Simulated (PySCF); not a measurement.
**Nuclear quadrupole coupling in SiEt2(OMe)2**

SiEt2(OMe)2, C₆H₁₆O₂Si.
Structure used (PBE0-D3(BJ)/def2-SVP), in Å, numbered top down from 1:
```xyz
25
C6H16O2Si angstrom
Si    -0.0147   -0.1034    0.2290
C     -0.0196    0.3301    2.0459
C      0.5492    1.7156    2.3483
H      0.5429   -0.4521    2.5854
H     -1.0606    0.2595    2.4062
H      0.5154    1.9490    3.4241
H      1.6009    1.8015    2.0304
H     -0.0172    2.4970    1.8190
C      1.6933   -0.0967   -0.5365
C      1.8109   -0.7820   -1.8968
H      2.3642   -0.5874    0.1915
H      2.0364    0.9515   -0.5920
H      2.8546   -0.8142   -2.2477
H      1.4365   -1.8152   -1.8492
H      1.2245   -0.2607   -2.6691
O     -1.0463    1.0157   -0.4623
C     -1.2972    1.1498   -1.8307
H     -0.4679    1.6628   -2.3523
H     -2.2056    1.7569   -1.9729
H     -1.4593    0.1755   -2.3270
O     -0.6018   -1.6417   -0.0516
C     -1.8698   -2.0845    0.3405
H     -1.9266   -2.2594    1.4309
H     -2.0884   -3.0391   -0.1635
H     -2.6641   -1.3649    0.0709
```

Field gradients from the PBE0/pcSseg-1 density (PySCF, non-relativistic), principal values in atomic units, ordered |Vxx| ≤ |Vyy| ≤ |Vzz|:

```json
{"atom": "O16", "Vxx": "-0.5620", "Vyy": "-1.1824", "Vzz": "1.7444"}
{"atom": "O21", "Vxx": "-0.5534", "Vyy": "-1.1829", "Vzz": "1.7362"}
```

Task: Find the asymmetry η = (Vxx − Vyy)/Vzz and the couplings χ = eQV/h (234.96 MHz × Q in barn × V in au), with Q(17O) = −0.0256 b.

Result: 
```tsv
atom	environment	nucleus	η	χzz (MHz)	χxx (MHz)	χyy (MHz)
O16	oxygen bonded to C and Si	17O	0.36	-10.49	3.38	7.11
O21	oxygen bonded to C and Si	17O	0.36	-10.44	3.33	7.12
```

Task: What is Vzz at O16 in SI units (1 au = 9.71736 × 10²¹ V/m²)?

Result: 1.7444 au = 16.951 × 10²¹ V/m².

Were the hydrogens deuterons (Q(2H) = 0.00286 b), χzz would run from 184 kHz (H20 and H25) to 196 kHz (H15, H6 and H13).

Isolated species at its PBE0-D3(BJ)/def2-SVP geometry (one conformer only). With a basis this small, the couplings can be 20 % off.
